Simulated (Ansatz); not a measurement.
Cartesian coordinates in Å:
```
Si -0.3956 1.5429 0.3830
C -0.6716 -0.2923 0.5757
Cl -1.7487 -0.9203 -0.7976
Al 0.5471 -1.6786 -0.0831
S 2.1486 -1.1686 -1.4788
H 0.4606 1.9799 1.5176
H 0.3050 1.8122 -0.8993
H -1.6730 2.3022 0.3971
H -1.1990 -0.5468 1.4960
H 0.4286 -3.1580 0.4416
H 1.7980 0.1273 -1.5523
```

Charge 0, multiplicity 1.

Task: List the r2SCAN/def2-TZVPP orbital energies in eV (the Gaussian-basis code of Ansatz). (Estimate.)

Result: Computed: Occupied: -2754.35, -2408.86, -1791.31, -1517.44, -274.41, -255.68, -213.32, -194.28, -194.07, -194.04, -157.39, -157.28, -157.22, -141.79, -110.92, -96.64, -96.64, -96.63, -71.24, -71.07, -71.02, -22.88, -18.58, -17.44, -13.85, -11.95, -11.05, -10.49, -10.21, -9.14, -9.00, -8.67, -8.01, -7.74, -7.19, -6.62. Lowest empty: -1.66, -0.75, -0.29, -0.14, 0.31, 0.66, 0.95, 1.37.
